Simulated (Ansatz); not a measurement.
# Two structures, one formula

The two ends of one reaction step of SnH₅SeF, singlet (PBE0-D4/def2-TZVP).

A:

```
8
angstrom
Sn -1.0233 -0.2948 -0.5044
F 2.0599 -1.0923 1.1776
H -0.4696 -1.5566 -1.4958
H -1.3021 -0.7741 1.1005
H -2.3945 0.4675 -1.1701
H 1.8977 -0.2710 0.7532
Se 0.8940 1.3995 -0.5065
H 0.3379 2.1217 0.6455
```

B:

| atom | x (Å) | y (Å) | z (Å) |
| --- | --- | --- | --- |
| Sn1 | -0.9760 | -1.0505 | 0.0306 |
| F2 | 0.6001 | -0.9137 | 1.1488 |
| H3 | -0.3917 | -1.3848 | -1.5276 |
| H4 | -1.8235 | -2.3516 | 0.7309 |
| H5 | -1.7730 | 0.4395 | 0.1980 |
| H6 | 1.7592 | 0.8022 | 0.2806 |
| Se7 | 1.6439 | 1.7341 | -0.8502 |
| H8 | 0.9610 | 2.7247 | -0.0110 |

Ansatz 0.2.0; basis: def2-TZVPP; cores frozen in the correlated methods. Filled d shells of the heavier atoms are correlated. Core potentials replace the inner electrons of the atoms past krypton. The def2 sets are not built for correlating such inner shells, so the correlated values are less sure here. B3LYP uses VWN-RPA correlation.

Q: Which structure is lower at CCSD(T), and by how much? (An estimate is asked for; the value comes from the calculation.)

A: The calculation gives: A, by 8.20 kcal/mol (electronic energy, against the other). By their contacts, A is a complex of SnH₄Se ([SeH][SnH3]) + HF and B is a complex of SnH₃F ([F][SnH3]) + H₂Se.

All methods give the same order:

| method | E(B) − E(A) (kcal/mol) |
| --- | --- |
| SPW92 | 11.35 |
| PBE-D4 | 9.42 |
| BLYP-D4 | 6.46 |
| r2SCAN-D4 | 7.56 |
| B97M-V | 3.45 |
| PBE0-D4 | 10.31 |
| B3LYP-D4 | 7.33 |
| r2SCAN0-D4 | 9.08 |
| BHLYP-D4 | 7.50 |
| CAM-B3LYP-D4 | 5.83 |
| wB97X-V | 6.19 |
| wB97M-V | 7.27 |
| B2PLYP | 7.32 |
| PBE-QIDH | 10.26 |
| RPA on PBE | 6.32 |
| HF | 4.95 |
| MP2 | 10.07 |
| CCSD | 7.81 |
| CCSD(T) | 8.20 |

No T1 diagnostic of these runs exceeds 0.012.

Labels in which every atom is bracketed show which atoms are joined, not bond orders.

For scale, one of the runs: CCSD(T)/def2-TZVPP, 199 basis functions, launched by `ansatz run in.yaml --threads 4 --pin off --events-out ev --progress --plain --max-ram 9574MiB`. The run took 120 s on 4 CPU threads of an Arm Neoverse V1 (shared host), with 2.8 GiB of host memory at its peak.
